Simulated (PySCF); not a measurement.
Isomers of C2H8O3Si3, mass 163.978 u with the commonest isotopes. Level of theory: wB97X-D/def2-SVPD in PySCF (dipole) on a GFN2-xTB geometry, gas phase. One conformer each, none proved a minimum here; rigid rotors.

Question: Order these by dipole moment, largest first.
A. `[CH:1]#[C:2][SiH2:3][O:4][Si@H:5]([OH:6])[O:7][SiH3:8]` with C2–Si3–O4–Si5 18°, Si3–O4–Si5–O6 153°, O4–Si5–O6–H -68°, O4–Si5–O7–Si8 -35°
B. `[SiH3:1][O:2][C:3]1=[CH:4][O:5][SiH2:6][SiH2:7][O:8]1` with Si1–O2–C3–C4 -179°, C3–C4–O5–Si6 11°, C4–O5–Si6–Si7 -24°, O5–Si6–Si7–O8 27°, Si6–Si7–O8–C3 -28°
C. `[OH:1][Si:2]([OH:3])([C:4]#[C:5][SiH3:6])[O:7][SiH3:8]` with H–O1–Si2–O3 32°, O1–Si2–O3–H 167°, O1–Si2–O7–Si8 53°

Answer: B (2.13 D), A (1.93 D), C (1.11 D).

Question: Order these by rotational constant A, largest first.
A. `[CH:1]#[C:2][SiH2:3][O:4][Si@H:5]([OH:6])[O:7][SiH3:8]` with C2–Si3–O4–Si5 18°, Si3–O4–Si5–O6 153°, O4–Si5–O6–H -68°, O4–Si5–O7–Si8 -35°
B. `[OH:1][Si:2]([OH:3])([C:4]#[C:5][SiH3:6])[O:7][SiH3:8]` with H–O1–Si2–O3 32°, O1–Si2–O3–H 167°, O1–Si2–O7–Si8 53°
C. `[SiH3:1][O:2][C:3]1=[CH:4][O:5][SiH2:6][SiH2:7][O:8]1` with Si1–O2–C3–C4 -179°, C3–C4–O5–Si6 11°, C4–O5–Si6–Si7 -24°, O5–Si6–Si7–O8 27°, Si6–Si7–O8–C3 -28°

Answer: C (2640 MHz), B (1521 MHz), A (1379 MHz).

Question: Order these by out-of-plane moment Σ m c² = (Ia + Ib − Ic)/2, largest first.
A. `[CH:1]#[C:2][SiH2:3][O:4][Si@H:5]([OH:6])[O:7][SiH3:8]` with C2–Si3–O4–Si5 18°, Si3–O4–Si5–O6 153°, O4–Si5–O6–H -68°, O4–Si5–O7–Si8 -35°
B. `[OH:1][Si:2]([OH:3])([C:4]#[C:5][SiH3:6])[O:7][SiH3:8]` with H–O1–Si2–O3 32°, O1–Si2–O3–H 167°, O1–Si2–O7–Si8 53°
C. `[SiH3:1][O:2][C:3]1=[CH:4][O:5][SiH2:6][SiH2:7][O:8]1` with Si1–O2–C3–C4 -179°, C3–C4–O5–Si6 11°, C4–O5–Si6–Si7 -24°, O5–Si6–Si7–O8 27°, Si6–Si7–O8–C3 -28°

Answer: B (67.21 u·Å²), A (34.62 u·Å²), C (12.21 u·Å²).

```
                    SMILES  point group  Ia (u·Å²)  Ib (u·Å²)  Ic (u·Å²)      κ  μa (D)  μb (D)  μc (D)
[SiH3]OC1=CO[SiH2][SiH2]O1           C1     191.41     663.05     830.03  -0.85    0.86    1.95    0.08
O[Si](O)(C#C[SiH3])O[SiH3]           C1     332.23     883.21    1081.03  -0.80    0.79    0.12    0.77
C#C[SiH2]O[Si@H](O)O[SiH3]           C1     366.58     520.30     817.63  -0.07    1.35    0.96    0.99
```
